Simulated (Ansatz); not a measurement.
Species: BrF₂Ga, SMILES `[F][Ga]([F])[Br]` (charge 0, multiplicity 1), formula BrF2Ga.

Problem. How many basis functions does frozen-core CCSD(T)/cc-pVTZ // PBE0-D4/def2-TZVP in Ansatz (a first-principles code) use, how many core orbitals are frozen, and how many electrons are correlated?

Solution. 146 basis functions and 20 frozen orbitals, which leaves 44 correlated electrons (filled d shells below the valence shell are correlated). Core time is of the order of seconds.
